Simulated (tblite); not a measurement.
Compound: C₆H₅S₂ (doublet state).
SMILES: `CC#C[C@H]1[CH]C(S1)=S`

Method: GFN2-xTB as coded in tblite; computed harmonic values from a numerical Hessian at the method's own geometry, unscaled. This tight-binding method is rough: wavenumbers can miss measured ones by several per cent, in bad cases by 10 to 20. Open shells enter through the occupations alone, without spin polarisation, and single modes of such species can be off by tens of per cent.

Harmonic wavenumbers (cm⁻¹): 29.3, 49.2, 91.9, 178.0, 228.9, 266.4, 274.4, 348.6, 389.5, 402.7, 499.6, 622.7, 645.7, 695.6, 808.2, 902.1, 990.5, 1015.7, 1023.0, 1053.2, 1145.1, 1174.6, 1271.0, 1386.6, 1444.6, 1445.0, 1445.4, 2383.8, 2925.5, 3007.6, 3009.1, 3014.2, 3125.7.

A = 3569, B = 662.7, C = 622.2 MHz; mass 140.983 u (most abundant isotopes); point group C1, symmetry number 1; spin multiplicity 2.

What is the zero-point energy?

Half the sum of the wavenumbers: 18647 cm⁻¹ = 53.31 kcal/mol.

What is S at 298.15 K and 1 bar for an ideal gas of classical rigid rotors and harmonic oscillators?

Translation 40.77, rotation 29.77, vibration 27.53, spin (R ln 2) 1.38: S = 99.4 cal/(mol K).

And Cp and H(298.15 K) − H(0)?

Cp = 33.10 cal/(mol K), of which vibrations give 25.16 (their classical limit is 33 R = 65.6); H(298.15 K) − H(0) = 6.42 kcal/mol without the zero-point energy, 4.05 from vibrations.

Blend soft modes into free rotors: weight 1/[1 + (100 cm⁻¹/ν̃)⁴] for the oscillator and the rest for a rotor with moment μB/(μ + B), μ = h/(8π²ν), B = 10⁻⁴⁴ kg m². What vibrational entropy results?

24.15 cal/(mol K) in place of 27.53, which changes −T·S at 298.15 K by +1.01 kcal/mol.

Which modes carry the vibrational entropy at 298.15 K?

29.3 cm⁻¹: 5.88; 49.2 cm⁻¹: 4.85; 91.9 cm⁻¹: 3.62; 178.0 cm⁻¹: 2.35; 228.9 cm⁻¹: 1.89; 266.4 cm⁻¹: 1.62 cal/(mol K); the other 27 give 7.33 together.

Hindered rotation and anharmonicity are outside this model. The structure is chiral; the term R ln 2 for an equal mix with its mirror image is left out.

On one thread, Arm Neoverse V1 (aarch64), shared host with 32 logical CPUs at a one-minute load of 14, this took 0.5 s of wall time. The figure is for the frequency step alone.
